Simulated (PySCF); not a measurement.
Positional isomers: propene methyl+boryl. Isolated molecules, 0 K electronic values unless said otherwise. One relaxed conformer stands for each flexible species; it need not be the lowest. Strings in code marks are SMILES.

The vertical ionisation energy (Delta-SCF) from two functionals at the same geometries (M06-2X/def2-TZVP), both in PySCF: PBE-D3(BJ)/def2-TZVP and M06-2X/def2-TZVP. Delta-SCF ions had no search for a lower state. 

| species | PBE-D3(BJ)/def2-TZVP (eV) | M06-2X/def2-TZVP (eV) |
|---|---|---|
| `C/C=C(/C)B` | 9.39 | 9.49 |
| `B/C=C\CC` | 9.92 | 9.98 |
| `BCC(=C)C` | 8.93 | 9.13 |
| `BC/C=C\C` | 9.08 | 9.27 |

Over these rows, drawn at random from the members with no instability flagged (it was tested for open shells, ions and some series alone), PBE minus M06-2X: mean -0.14 eV, from -0.20 eV to -0.06 eV.
